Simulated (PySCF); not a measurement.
DyH: energy against distance

Set-up: basis Dy x2c-SVPall, H x2c-SVPall; spin-free X2C with a Gaussian nucleus; PySCF 2.14. Energies in eV from Dy (4f10 6s2) + H in their ground configurations at the same level. State: sextet, about 9.7 electrons in the 4f shell (Mulliken), real f orbitals that mix terms.

All columns are HSE06. A positive dipole means Dy(−)H(+).

```json
{"R (Å)": "1.748", "E (eV)": "-1.594", "μ (D)": "-1.89", "Mulliken charge on Dy (basis-dependent)": "0.21", "HOMO (eV)": "-3.76", "LUMO (eV)": "-2.04", "Mayer bond order": "0.93", "⟨S²⟩": "8.76"}
{"R (Å)": "1.829", "E (eV)": "-1.753", "μ (D)": "-2.14", "Mulliken charge on Dy (basis-dependent)": "0.21", "HOMO (eV)": "-3.75", "LUMO (eV)": "-2.08", "Mayer bond order": "0.93", "⟨S²⟩": "8.76"}
{"R (Å)": "1.910", "E (eV)": "-1.841", "μ (D)": "-2.41", "Mulliken charge on Dy (basis-dependent)": "0.22", "HOMO (eV)": "-3.74", "LUMO (eV)": "-2.12", "Mayer bond order": "0.93", "⟨S²⟩": "8.76"}
{"R (Å)": "1.971", "E (eV)": "-1.870", "μ (D)": "-2.62", "Mulliken charge on Dy (basis-dependent)": "0.23", "HOMO (eV)": "-3.74", "LUMO (eV)": "-2.15", "Mayer bond order": "0.92", "⟨S²⟩": "8.76"}
{"R (Å)": "2.032", "E (eV)": "-1.873", "μ (D)": "-2.82", "Mulliken charge on Dy (basis-dependent)": "0.24", "HOMO (eV)": "-3.74", "LUMO (eV)": "-2.18", "Mayer bond order": "0.92", "⟨S²⟩": "8.76"}
{"R (Å)": "2.093", "E (eV)": "-1.855", "μ (D)": "-3.03", "Mulliken charge on Dy (basis-dependent)": "0.24", "HOMO (eV)": "-3.75", "LUMO (eV)": "-2.20", "Mayer bond order": "0.92", "⟨S²⟩": "8.76"}
{"R (Å)": "2.174", "E (eV)": "-1.806", "μ (D)": "-3.29", "Mulliken charge on Dy (basis-dependent)": "0.25", "HOMO (eV)": "-3.76", "LUMO (eV)": "-2.24", "Mayer bond order": "0.91", "⟨S²⟩": "8.76"}
{"R (Å)": "2.276", "E (eV)": "-1.712", "μ (D)": "-3.60", "Mulliken charge on Dy (basis-dependent)": "0.27", "HOMO (eV)": "-3.79", "LUMO (eV)": "-2.29", "Mayer bond order": "0.90", "⟨S²⟩": "8.76"}
{"R (Å)": "2.398", "E (eV)": "-1.568", "μ (D)": "-3.94", "Mulliken charge on Dy (basis-dependent)": "0.28", "HOMO (eV)": "-3.83", "LUMO (eV)": "-2.35", "Mayer bond order": "0.89", "⟨S²⟩": "8.76"}
{"R (Å)": "2.560", "E (eV)": "-1.348", "μ (D)": "-4.31", "Mulliken charge on Dy (basis-dependent)": "0.28", "HOMO (eV)": "-3.88", "LUMO (eV)": "-2.43", "Mayer bond order": "0.86", "⟨S²⟩": "8.76"}
```

A fit through these points gives, at Re = 2.010 Å, μ = -2.75 D and dμ/dR = -3.38 D/Å; the reduced mass is 1.002 u.

Task: How strong is the fundamental in the double-harmonic approximation, I = 42.26·(dμ/dR)²/μred km/mol?

Result: I = 42.26·(-3.38)²/1.002 = 482 km/mol at HSE06.

Spin–orbit coupling is left out, which matters for elements this heavy, above all for dissociation energies. The state is the lowest single determinant that the PBE0 search found; with open d or f shells the true ground state can be another one.
